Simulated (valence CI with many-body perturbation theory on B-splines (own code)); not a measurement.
## Eu41+: calculated level list

Computed by valence CI with perturbative core correlation (CI+MBPT): four valence electrons over a frozen Dirac-Fock core [Ar], a basis of 7 s, 7 p, 8 d, 6 f, 4 g, 1 h functions for each j, with the one-electron correlation potential Σ1 (screened to all orders), the two-electron term Σ2, the three-electron term Σ3, Breit, model QED; selected single and double excitations, second order for the rest, scaled by the run's own slope (own B-spline code, finite nucleus).

No measured spectrum was set against this ion. As an estimate, large intervals hold to a few tenths of a per cent, small ones and those within an open d or f shell to about a per cent. Only levels of the ground parity were solved; by the run's estimate the other parity begins above the list, which can be wrong where configurations are misplaced.

Levels 1 to 34 of 34, with energies above the lowest level, (3d3/2^4) J=0. "Leading %" is the weight of the configuration and term that name the level; weights of strongly mixed levels are sums over their largest components and can fall short. In the jj column 3d3/2^4 stands for four electrons in 3d with j = 3/2.

| No. | Configuration | Term | J | E (cm⁻¹) | Leading % | Leading jj | Second component | g |
| --- | --- | --- | --- | --- | --- | --- | --- | --- |
| 1 | 3d⁴ | ³P | 0 | 0 | 57 | 3d3/2^4 (97 %) | 31 % 3d⁴ ⁵D |  |
| 2 | 3d⁴ | ⁵D | 1 | 212990 | 63 | 3d3/2^3 3d5/2 (98 %) | 37 % 3d⁴ ³P | 1.493 |
| 3 | 3d⁴ | ³F | 4 | 294120 | 30 | 3d3/2^3 3d5/2 (97 %) | 22 % 3d⁴ ³H | 1.089 |
| 4 | 3d⁴ | ⁵D | 2 | 297010 | 51 | 3d3/2^3 3d5/2 (83 %) | 14 % 3d⁴ ³F | 1.275 |
| 5 | 3d⁴ | ⁵D | 3 | 323730 | 30 | 3d3/2^3 3d5/2 (87 %) | 28 % 3d⁴ ³F | 1.180 |
| 6 | 3d⁴ | ⁵D | 0 | 485360 | 64 | 3d3/2^2 3d5/2^2 (96 %) | 21 % 3d⁴ ¹S |  |
| 7 | 3d⁴ | ⁵D | 2 | 502680 | 38 | 3d3/2^2 3d5/2^2 (86 %) | 26 % 3d⁴ ³F | 1.159 |
| 8 | 3d⁴ | ⁵D | 4 | 503770 | 40 | 3d3/2^2 3d5/2^2 (95 %) | 40 % 3d⁴ ³H | 1.152 |
| 9 | 3d⁴ | ⁵D | 3 | 518200 | 45 | 3d3/2^2 3d5/2^2 (85 %) | 40 % 3d⁴ ³G | 1.125 |
| 10 | 3d⁴ | ³H | 5 | 546250 | 68 | 3d3/2^2 3d5/2^2 (100 %) | 32 % 3d⁴ ³G | 1.079 |
| 11 | 3d⁴ | ³H | 6 | 565970 | 52 | 3d3/2^2 3d5/2^2 (99 %) | 48 % 3d⁴ ¹I | 1.078 |
| 12 | 3d⁴ | ³P | 1 | 568780 | 46 | 3d3/2^2 3d5/2^2 (92 %) | 35 % 3d⁴ ³D | 1.145 |
| 13 | 3d⁴ | ³G | 4 | 598170 | 58 | 3d3/2^2 3d5/2^2 (97 %) | 36 % 3d⁴ ¹G | 1.028 |
| 14 | 3d⁴ | ³F | 3 | 601470 | 44 | 3d3/2^2 3d5/2^2 (94 %) | 29 % 3d⁴ ³D | 1.103 |
| 15 | 3d⁴ | ³D | 2 | 608680 | 36 | 3d3/2^2 3d5/2^2 (94 %) | 30 % 3d⁴ ³P | 1.104 |
| 16 | 3d⁴ | ³F | 2 | 687810 | 45 | 3d3/2^2 3d5/2^2 (90 %) | 29 % 3d⁴ ³P | 0.999 |
| 17 | 3d⁴ | ³F | 4 | 714390 | 60 | 3d3/2^2 3d5/2^2 (77 %) | 17 % 3d⁴ ⁵D | 1.216 |
| 18 | 3d⁴ | ³F | 3 | 791900 | 46 | 3d3/2 3d5/2^3 (94 %) | 23 % 3d⁴ ⁵D | 1.150 |
| 19 | 3d⁴ | ¹G | 4 | 792390 | 29 | 3d3/2 3d5/2^3 (76 %) | 23 % 3d⁴ ³F | 1.118 |
| 20 | 3d⁴ | ³P | 2 | 793090 | 45 | 3d3/2^2 3d5/2^2 (86 %) | 29 % 3d⁴ ¹D | 1.212 |
| 21 | 3d⁴ | ³D | 1 | 824990 | 59 | 3d3/2 3d5/2^3 (94 %) | 25 % 3d⁴ ³P | 0.904 |
| 22 | 3d⁴ | ³G | 5 | 826870 | 68 | 3d3/2 3d5/2^3 (100 %) | 32 % 3d⁴ ³H | 1.139 |
| 23 | 3d⁴ | ¹I | 6 | 834060 | 52 | 3d3/2 3d5/2^3 (99 %) | 48 % 3d⁴ ³H | 1.073 |
| 24 | 3d⁴ | ³P | 0 | 850900 | 59 | 3d3/2 3d5/2^3 (57 %) | 40 % 3d⁴ ¹S |  |
| 25 | 3d⁴ | ³F | 2 | 884340 | 51 | 3d3/2 3d5/2^3 (86 %) | 39 % 3d⁴ ³P | 1.046 |
| 26 | 3d⁴ | ¹F | 3 | 896910 | 37 | 3d3/2 3d5/2^3 (96 %) | 36 % 3d⁴ ³D | 1.089 |
| 27 | 3d⁴ | ¹S | 0 | 977040 | 71 | 3d3/2^2 3d5/2^2 (50 %) | 26 % 3d⁴ ³P |  |
| 28 | 3d⁴ | ³F | 3 | 990460 | 67 | 3d3/2 3d5/2^3 (100 %) | 30 % 3d⁴ ¹F | 1.057 |
| 29 | 3d⁴ | ³P | 1 | 994530 | 92 | 3d3/2 3d5/2^3 (98 %) | 6 % 3d⁴ ³D | 1.429 |
| 30 | 3d⁴ | ¹G | 4 | 999670 | 72 | 3d3/2 3d5/2^3 (93 %) | 20 % 3d⁴ ³F | 1.039 |
| 31 | 3d⁴ | ¹D | 2 | 1025700 | 66 | 3d3/2 3d5/2^3 (72 %) | 24 % 3d⁴ ³P | 1.100 |
| 32 | 3d⁴ | ³F | 4 | 1114100 | 49 | 3d5/2^4 (94 %) | 21 % 3d⁴ ¹G | 1.154 |
| 33 | 3d⁴ | ¹D | 2 | 1196100 | 45 | 3d5/2^4 (80 %) | 23 % 3d⁴ ³D | 1.045 |
| 34 | 3d⁴ | ¹S | 0 | 1366800 | 57 | 3d5/2^4 (82 %) | 42 % 3d⁴ ³P |  |

The ionisation energy to 3d³ ⁴F3/2 of the next ion comes out as 3169.1 eV (NIST: 3168 ± 4 eV (theoretical)). All 34 levels together are meant to be complete up to 1421500 cm⁻¹.
